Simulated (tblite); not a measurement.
C3H11NSSi3.
SMILES with atom numbers: `[N:1]#[C:2][CH2:3][S:4][Si@H:5]([SiH3:6])[CH2:7][SiH3:8]` (hydrogens: H9, H10 on C3; H11 on Si5; H12, H13, H14 on Si6; H15, H16 on C7; H17, H18, H19 on Si8)

Structure used (GFN2-xTB), in Å, numbered top down from 1:
```xyz
19
C3H11NSSi3 angstrom
N     -2.9800   -1.2813    1.8207
C     -2.5687   -1.4210    0.7622
C     -2.0267   -1.5451   -0.5548
S     -1.6059    0.1035   -1.2557
Si    -0.3887    1.0087    0.3152
Si     0.7015    2.7970   -0.6631
C      0.7725   -0.3351    1.0123
Si     2.0000   -1.1352   -0.2070
H     -1.1242   -2.1590   -0.5452
H     -2.7663   -1.9744   -1.2319
H     -1.3714    1.3282    1.3597
H      1.7475    3.2523    0.2561
H     -0.1914    3.9302   -0.9046
H      1.3457    2.4671   -1.9352
H      0.1769   -1.1160    1.4895
H      1.3474    0.1255    1.8166
H      2.8993   -0.1014   -0.7184
H      1.2749   -1.7553   -1.3204
H      2.7478   -2.1795    0.4967
```

Level: GFN2-xTB in tblite, geometry and Hessian alike; calculated harmonic values, unscaled, isolated species. The method is semi-empirical: single wavenumbers can be off by several per cent or more. Modes of hydrogen on silicon can be 10 to 20 % off. One conformer, not necessarily the lowest.

Harmonic wavenumbers (cm⁻¹): 30.8, 36.2, 54.6, 68.6, 83.3, 92.3, 106.7, 127.5, 165.9, 194.3, 236.4, 368.0, 396.0, 441.4, 453.5, 487.6, 494.0, 507.5, 521.0, 587.2, 636.2, 699.7, 704.9, 707.4, 771.6, 782.9, 790.8, 797.9, 802.8, 805.1, 815.0, 837.9, 1002.0, 1011.9, 1080.1, 1130.8, 1178.0, 1386.6, 1458.3, 2190.7, 2237.3, 2242.7, 2254.0, 2259.7, 2261.6, 2273.3, 2398.1, 2955.6, 2957.7, 2975.4, 2984.7.

A = 1114, B = 705.3, C = 552.4 MHz; mass 176.992 u (most abundant isotopes); point group C1, symmetry number 1.

Zero-point energy?

Half the sum of the wavenumbers: 26422 cm⁻¹ = 75.54 kcal/mol.

What is S at 500 K and 1 bar for an ideal gas of classical rigid rotors and harmonic oscillators?

Translation 44.01, rotation 32.52, vibration 77.19: S = 153.7 cal/(mol K).

And Cp and H(500 K) − H(0)?

Cp = 68.08 cal/(mol K), of which vibrations give 60.13 (their classical limit is 51 R = 101.3); H(500 K) − H(0) = 21.78 kcal/mol without the zero-point energy, 17.80 from vibrations.

How do the functions run with temperature in this model?

| T (K) | S (cal/(mol K)) | Cp (cal/(mol K)) | H − H(0) (kcal/mol) | G − H(0) (kcal/mol) | ln q(vib) |
| --- | --- | --- | --- | --- | --- |
| 100 | 82.6 | 26.5 | 1.83 | -6.43 | 4.30 |
| 200 | 104.8 | 39.3 | 5.11 | -15.86 | 9.05 |
| 300 | 123.1 | 51.5 | 9.67 | -27.28 | 13.28 |
| 800 | 189.1 | 82.4 | 44.55 | -106.76 | 30.76 |
| 1000 | 208.2 | 88.6 | 61.68 | -146.54 | 36.45 |

q(vib) and H(0) count from the zero-point level.

What must be added to the electronic energy to get the Gibbs energy at 500 K and 1 bar?

ZPE + [H(500 K) − H(0)] − T·S = 75.54 + 21.78 − 76.86 = 20.46 kcal/mol.

Which modes carry the vibrational entropy at 500 K?

30.8 cm⁻¹: 6.80; 36.2 cm⁻¹: 6.48; 54.6 cm⁻¹: 5.67; 68.6 cm⁻¹: 5.21; 83.3 cm⁻¹: 4.83; 92.3 cm⁻¹: 4.63 cal/(mol K); the other 45 give 43.56 together.

Blend soft modes into free rotors: weight 1/[1 + (100 cm⁻¹/ν̃)⁴] for the oscillator and the rest for a rotor with moment μB/(μ + B), μ = h/(8π²ν), B = 10⁻⁴⁴ kg m². What vibrational entropy results?

67.77 cal/(mol K) in place of 77.19, which changes −T·S at 500 K by +4.71 kcal/mol.

Hindered rotation and anharmonicity are outside this model. Other conformers, if any are populated, would add a mixing term that is left out. The structure is chiral; the term R ln 2 for an equal mix with its mirror image is left out.
